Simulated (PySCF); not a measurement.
Compound: C2H7AsOSi.
Geometry (PBE0-D3(BJ)/def2-SVP, Å), atoms numbered from 1 in this order:
```xyz
12
C2H7AsOSi angstrom
C     -2.0401   -0.3191   -0.0466
C     -0.6445   -0.1909    0.5011
O     -0.3353   -0.6194    1.5906
Si     0.7460    0.6810   -0.5488
As     2.6457    0.4807    0.8356
H     -2.4445    0.6778   -0.2866
H     -2.0190   -0.8878   -0.9908
H     -2.6887   -0.8249    0.6825
H      0.8416    0.0357   -1.8971
H      0.3846    2.1186   -0.7619
H      3.5895    0.8623   -0.3054
H      2.7593   -1.0054    0.5143
```

All values: PBE0/def2-SVPD (PySCF, non-relativistic), on one gas-phase PBE0-D3(BJ)/def2-SVP geometry that isn't relaxed in the solvent. The solvent is an IEF-PCM continuum (cavity from Bondi-type radii × 1.2), and excitations are vertical TDDFT with non-equilibrium linear response and a frozen core. Only the electrostatic response of the medium enters. Spin–orbit coupling is left out although an atom past zinc is present.

Gas-phase singlets (H = HOMO, L = LUMO):

| state | E (eV) | λ (nm) | f | leading configurations |
| --- | --- | --- | --- | --- |
| S1 | 3.570 | 347 | 0.001 | H→L 96% |
| S2 | 5.145 | 241 | 0.004 | H-1→L 96% |
| S3 | 5.831 | 213 | 0.010 | H→L+1 95% |
| S4 | 6.053 | 205 | 0.010 | H→L+2 96% |
| S5 | 6.332 | 196 | 0.016 | H-2→L 47%, H→L+3 26%, H-1→L+2 11% |

Problem. What are the lowest 5 singlets in acetone (ε = 20.49)?

Solution. 
```tsv
state	E (eV)	λ (nm)	f	leading configurations	change by rank (eV)
S1	3.650	340	0.001	H→L 95%	+0.080
S2	5.168	240	0.005	H-1→L 95%	+0.023
S3	6.008	206	0.021	H→L+1 95%	+0.177
S4	6.169	201	0.019	H→L+2 95%	+0.116
S5	6.295	197	0.006	H-2→L 95%	-0.037
```

Problem. The ground-state energy changes by -0.181 eV from gas to acetone. By how much does the total energy of gas-phase S1 change?

Solution. E(S1) = E(S0) + excitation energy, so it changes by -0.181 + 0.080 = -0.101 eV: it is lowered less than the ground state, which is what a blue shift means. This is the vertical state, with the slow part of the continuum still set for S0.

Problem. How do the frontier levels move from gas to acetone?

Solution. 
```
orbital  gas (eV)  solvent (eV)  change (eV)                      Löwdin shares, gas                  Löwdin shares, solvent
 LUMO+2      0.10          0.24        +0.14   As5 32 %, Si4 26 %, H12 16 %, H10 6 %   As5 33 %, Si4 25 %, H12 15 %, H11 6 %
 LUMO+1     -0.14          0.05        +0.19    As5 29 %, Si4 28 %, H9 10 %, H10 9 %    As5 34 %, Si4 28 %, H9 10 %, H10 8 %
   LUMO     -1.35         -1.28        +0.07      C2 37 %, O3 33 %, Si4 11 %, C1 7 %      C2 39 %, O3 32 %, Si4 11 %, C1 7 %
   HOMO     -7.05         -7.04        +0.01     O3 47 %, C2 17 %, Si4 14 %, C1 10 %     O3 44 %, C2 18 %, Si4 14 %, C1 10 %
 HOMO-1     -7.58         -7.54        +0.04    As5 60 %, Si4 15 %, H11 6 %, H12 6 %     As5 58 %, Si4 16 %, H9 6 %, H12 6 %
 HOMO-2     -8.93         -8.80        +0.13   As5 40 %, Si4 23 %, H12 10 %, H11 9 %  As5 40 %, Si4 23 %, H12 10 %, H10 10 %
 HOMO-3     -9.91         -9.76        +0.15  Si4 24 %, As5 20 %, H10 15 %, H11 12 %  Si4 25 %, As5 20 %, H10 15 %, H11 12 %
```

The HOMO–LUMO gap goes from 5.70 to 5.76 eV.

Time: 17 s of wall time; peak memory 0.89 GiB. Hardware: one thread, Arm Neoverse V2 (aarch64), no GPU, shared host with 96 logical CPUs at a one-minute load of 41. This is the whole response run at PBE0/def2-SVPD in acetone, SCF included.
